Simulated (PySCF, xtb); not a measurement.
C3H6FNSi, SMILES F[SiH2]N1C=CC1.

Coordinates come from a B3LYP-D3(BJ)/def2-SVP optimisation. This is a generated structure with no PubChem entry under its InChIKey; it may be hypothetical. The values are those of a single conformer.

The numbers are results of IEF-PCM-PBE0/def2-SVP (PySCF 2.14.0), not measurements.

The values are the electrostatic part of the solvation free energy, E(continuum) − E(gas) at the gas-phase geometry, in a cavity of scaled van der Waals radii (PySCF's table); cavitation and dispersion terms are not included. In vacuum the orbital gap is 6.72 eV. The dipole moment in vacuum is 1.65 D.

| solvent | ε | ΔG(elec) (kcal/mol) | dipole (D) | gap (eV) |
|---|---|---|---|---|
| water | 78.36 | -3.3 | 1.88 | 6.75 |
| diethylether | 4.24 | -2.2 | 1.82 | 6.74 |
| dimethylsulfoxide | 46.83 | -3.2 | 1.88 | 6.75 |

For comparison, GFN2-xTB/ALPB(water) (xtb, at the GFN2-xTB geometry, all terms of that model) gives -0.4 kcal/mol.
